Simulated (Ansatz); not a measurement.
Molecule: sum formula Si$_{2}$NH$_{7}$, net charge 0, singlet state. SMILES: [SiH3]N[SiH3]
Geometry: optimised at B3LYP-D3(BJ)/def2-TZVP (Ansatz, a program for electronic structure).

Wanted: vertical triplet-singlet gap (E(triplet) - E(singlet); each state is the SCF solution reached for its spin; for the triplet T1 is 0.054), in kJ/mol. Valence correlation only, unless marked. UHF or UKS for open shells. No spin-orbit coupling. No relativistic terms. CBS marks a two-point X^-3 extrapolation of the correlation energy; Hartree-Fock from the larger set. [CCSD(T)-MP2]/basis is that difference in the basis named.

RI-MP2/CBS(aug-cc-pV(T+d)Z,aug-cc-pV(Q+d)Z)+[CCSD(T)-MP2]/aug-cc-pV(T+d)Z (Ansatz) gives 570.7 kJ/mol.

**Question.** Another calculation gave 576.8 kJ/mol. Which level was it?
A) PBE/def2-TZVPD (Ansatz)
B) CAM-B3LYP/def2-TZVPD (Ansatz)
C) wB97M-V/def2-TZVPD (Ansatz)
D) wB97X-V/def2-TZVPD (Ansatz)

**Answer.** C, wB97M-V/def2-TZVPD (Ansatz). The others give 493.1 (PBE), 589.3 (wB97X-V), 561.0 (CAM-B3LYP) kJ/mol.
